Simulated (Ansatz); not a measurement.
Two isomers of C3H6OSSi: A = `C=C=C(S)O[SiH3]`, B = `C=C=C(O)[SiH2]S`.

Computed with Ansatz on PBE0-D4/def2-TZVP structures; ΔE is electronic, products minus reactants. CBS: MP2 limit from def2 TZ/QZ plus the TZ coupled-cluster correction, frozen cores. DFT in def2-TZVPP. B3LYP here is the variant with VWN-RPA as its local correlation; programs differ in this. One conformer a species, not always the lowest.

Question: Which isomer does CCSD(T)/CBS put lower? Give the gap. (Best estimate.)

Answer: Ansatz gave: B, by 25.9 kJ/mol.

Question: Give E(B) − E(A) in kJ/mol with HF/def2-TZVPP, B3LYP, CCSD/def2-TZVPP, B2PLYP, PBE0-D4, CCSD(T)/def2-TZVPP, r2SCAN-D4. (Best estimate.)

Answer: Ansatz gave: HF/def2-TZVPP -17.4, B3LYP -23.5, CCSD/def2-TZVPP -23.1, B2PLYP -22.2, PBE0-D4 -33.7, CCSD(T)/def2-TZVPP -23.3, r2SCAN-D4 -28.7. None reverses the order clearly.

Largest T1 diagnostic: 0.013.

In def2-TZVPP, CCSD(T) changes the Hartree–Fock value by −5.9 kJ/mol (the triples alone add −0.2 kJ/mol) and MP2 by −5.0 kJ/mol.
